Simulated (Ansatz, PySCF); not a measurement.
Noncovalent pair: NH3 (SMILES N) (first 4 atoms) with COS (SMILES O=C=S); geometry from B3LYP-D3(BJ)/def2-TZVP.
(charge 0, multiplicity 1):
```xyz
7

N      0.08142    -0.08459     0.02662
H      0.71661     0.69713    -0.08732
H      0.50145    -0.88624    -0.42973
H     -0.76990     0.13822    -0.47620
O      1.19389     1.01500     2.80680
C      0.41726     0.23311     3.15459
S     -0.62203    -0.81338     3.66738
```

Basis-set superposition error: the interaction energy with monomers in their own basis, and in the dimer's basis (counterpoise).

Programs: Ansatz (Gaussian orbitals); PySCF for 6-31G* rows. 

| level | uncorrected (kcal/mol) | counterpoise (kcal/mol) | difference |
|---|---|---|---|
| HF/aug-cc-pV(T+d)Z | -0.40 | -0.36 | 0.05 |
| BLYP/def2-TZVPPD | 0.02 | 0.17 | 0.15 |
| B97M-V/def2-TZVPPD | -1.85 | -1.76 | 0.10 |
| B3LYP/6-31G* | -2.15 | -0.71 | 1.44 |
| PBE0/def2-TZVPPD | -1.06 | -0.96 | 0.10 |
| BHLYP/def2-TZVPPD | -1.02 | -0.94 | 0.08 |
| wB97X-V/def2-TZVPPD | -1.92 | -1.83 | 0.10 |
| SCS-MP2/aug-cc-pV(D+d)Z | -1.75 | -1.06 | 0.69 |
| CCSD/aug-cc-pV(T+d)Z | -1.72 | -1.47 | 0.25 |
| CCSD(T)/aug-cc-pV(T+d)Z | -1.98 | -1.71 | 0.27 |

The error is largest for B3LYP/6-31G* (1.44 kcal/mol) and smallest for HF/aug-cc-pV(T+d)Z (0.05 kcal/mol).

Ansatz is a quantum-chemistry and plane-wave program.
